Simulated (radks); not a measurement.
Values are calculated unless marked as measured or tabulated.
Question: These are the eigenvalues of the occupied orbitals of an atom or ion with whole-number occupations (eV). Code: a radial shooting solver on a logarithmic mesh with Libxc functionals. Model: Dirac Kohn-Sham, LB94 model potential, spin-unpolarised, spherical densities, finite nucleus; Fermi nuclear charge, rms radius of each element as measured or else 0.836 A^(1/3) + 0.57 fm.

| orbital | eigenvalue |
|---|---|
| 1s1/2 | -14332.82 |
| 2s1/2 | -1969.537 |
| 2p1/2 | -1792.029 |
| 2p3/2 | -1737.335 |
| 3s1/2 | -350.0813 |
| 3p1/2 | -287.0581 |
| 3p3/2 | -279.0649 |
| 3d3/2 | -168.7560 |
| 3d5/2 | -167.3998 |
| 4s1/2 | -96.3687 |
| 4p1/2 | -79.6554 |

Which element is it, and in what charge state? The configuration may be excited. Open shells, if any, fill j = l - 1/2 first.

Answer: Z = 36, krypton, charge +5: Kr5+ in [Ar] 3d10 4s2 4p1. The list shows which subshells hold electrons but not how many an open one holds; the 1s level, -526.72 hartree, gives Z - s = 32.5 by -(Z - s)^2/2, which with screening and relativity narrows Z to a few neighbours, and the depths of the outer levels then fix element, charge and occupations together.
